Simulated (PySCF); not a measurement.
**Electronic structure of In²⁺ (indium, charge +2) at the M06-2X level**

Configuration: [Kr] 4d9 5s1 5p1, one real determinant (an excited configuration). Calculation: PySCF 2.14, in x2c-QZVPPall with one added diffuse shell each of s, p, d, f type (14s10p8d5f1g, 128 functions); scalar relativity by spin-free X2C-1e.

* Total energy: -5879.85 hartree
* One-electron energy: -8049.45 hartree
* Hartree (Coulomb) energy: 2330.68 hartree
* Exchange-correlation energy: -161.07 hartree
* ⟨S²⟩: 3.7506
* ⟨L²⟩: 8.015
* Sum of ⟨r⟩: 29.23 bohr
* Sum of ⟨r²⟩: 36.90 bohr²
* Traceless quadrupole moment −½Σ⟨3z² − r²⟩ along its main axis: -2.97 e·bohr²
* Langevin diamagnetic susceptibility: -29.2 ×10⁻⁶ cm³/mol
* Time after the integrals: of the order of 8 core-seconds

```
shell  electrons  mean orbital energy (hartree)  spread (hartree)  rms radius, mean of both spins (bohr)
 1s α          1                    -1025.91330                 0                                 0.0341
 1s β          1                    -1025.90855                 0                                 0.0341
 2s α          1                     -155.89627                 0                                  0.139
 2s β          1                     -155.88114                 0                                  0.139
 2p α          3                     -140.20364           0.01700                                  0.124
 2p β          3                     -140.19008           0.00282                                  0.124
 3s α          1                      -30.94309                 0                                  0.373
 3s β          1                      -30.92768                 0                                  0.373
 3p α          3                      -25.76510           0.03056                                  0.373
 3p β          3                      -25.75168           0.01588                                  0.373
 3d α          5                      -17.61796           0.03233                                  0.352
 3d β          5                      -17.60053           0.02224                                  0.352
 4s α          1                       -5.75162                 0                                  0.901
 4s β          1                       -5.69536                 0                                  0.901
 4p α          3                       -4.15225           0.05469                                  0.979
 4p β          3                       -4.08775           0.01411                                  0.979
 4d α          5                       -1.77475           0.05718                                   1.23
 4d β          4                       -1.72806           0.00894                                   1.23
 5s α          1                       -1.08646                 0                                   2.39
 5p α          1                       -0.79048                 0                                   2.79
```

⟨L²⟩ = 8.02 against 12 for a pure F term, so this real determinant mixes terms.

Densities and radii are taken from the X2C orbitals without a picture-change correction, which distorts them close to the nucleus.
